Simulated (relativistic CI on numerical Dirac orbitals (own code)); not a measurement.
# Ce VI: q coefficients and field-shift factors

Method of calculation: Dirac-Coulomb-Breit CI, separate exchange-only KLI orbitals for each configuration, valence Slater integrals scaled by 0.85, P86 correlation energy added to each configuration, derivatives by finite differences, QED left out (own radial code, finite nucleus).

CI space (outside the closed core [Kr] 4d10): 5s2.5p5, 5s.5p6, 5s2.5p4.4f, 5s2.5p4.5d, 5s.5p5.5d, 5s2.5p3.4f.5d. Double excitations out of closed p, d and f shells are left out; levels of such configurations are missing from the list, as are those of other unlisted configurations, and high levels can miss mixing partners.

With x = (α/α₀)² − 1 an excitation energy changes as ω = ω₀ + qx; K = 2q/ω₀ is the relative enhancement. Terms are leading LS components, so labels can repeat. The field-shift factor is F = δν/δ⟨r²⟩ for the transition from the lowest level.

Lowest level 5s2.5p5 2P°_3/2.

| Level | ω₀ (cm⁻¹) | q (cm⁻¹) | K | F (GHz/fm²) |
| --- | --- | --- | --- | --- |
| 5s2.5p5 2P°_1/2 | 25924.9 | 29440 | 2.27 | -1.48 |
| 5s2.5p4.4f 4F°_5/2 | 97483.7 | 28220 | 0.579 | -5.21 |
| 5s2.5p4.4f 4F°_7/2 | 97522.5 | 29300 | 0.601 | -5.2 |
| 5s2.5p4.4f 4F°_9/2 | 99195.6 | 31030 | 0.626 | -5.17 |
| 5s2.5p4.4f 4F°_3/2 | 99946.3 | 29170 | 0.584 | -5.24 |
| 5s2.5p4.4f 4G°_11/2 | 105806.0 | 27680 | 0.523 | -4.9 |
| 5s2.5p4.4f 4D°_1/2 | 106235.5 | 25730 | 0.484 | -5.03 |
| 5s2.5p4.4f 2G°_9/2 | 106409.2 | 26190 | 0.492 | -5.01 |
| 5s2.5p4.4f 4D°_3/2 | 109997.3 | 28140 | 0.512 | -5 |
| 5s2.5p4.4f 2F°_5/2 | 110316.2 | 29510 | 0.535 | -5.13 |
| 5s2.5p4.4f 2F°_7/2 | 112247.3 | 30340 | 0.541 | -5.22 |
| 5s2.5p4.4f 4G°_5/2 | 119498.4 | 35010 | 0.586 | -5.42 |
| 5s2.5p4.4f 4G°_7/2 | 120490.3 | 36230 | 0.601 | -5.34 |
| 5s2.5p4.4f 2D°_3/2 | 121199.7 | 50060 | 0.826 | -6.26 |
| 5s2.5p4.4f 4D°_5/2 | 126175.9 | 52980 | 0.84 | -6.33 |
| 5s2.5p4.4f 4G°_9/2 | 126422.1 | 53730 | 0.85 | -6.21 |
| 5s2.5p4.4f 2F°_7/2 | 129917.5 | 52260 | 0.804 | -6.35 |
| 5s2.5p4.4f 2G°_7/2 | 132697.8 | 55400 | 0.835 | -6.32 |
| 5s2.5p4.4f 2P°_1/2 | 132862.6 | 54870 | 0.826 | -6.47 |
| 5s2.5p4.4f 2H°_9/2 | 132969.4 | 53790 | 0.809 | -6.36 |
| 5s2.5p4.4f 2D°_5/2 | 133012.8 | 55080 | 0.828 | -6.33 |
| 5s2.5p4.4f 2P°_3/2 | 133422.7 | 55240 | 0.828 | -6.41 |
| 5s2.5p4.4f 2H°_11/2 | 134472.9 | 55710 | 0.829 | -6.25 |

At this charge configurations can still be misplaced by up to about 7 % of their energy. Levels and lines within the n = 5 or 6 shells can be off by up to 10 % or somewhat more, and those that change n by about 2 %, since core polarisation is missing. Levels that differ in their count of f electrons can be misplaced by several ten thousand cm⁻¹, since the correlation energy of f electrons is missing or only estimated; rates across such gaps can be off by orders of magnitude.
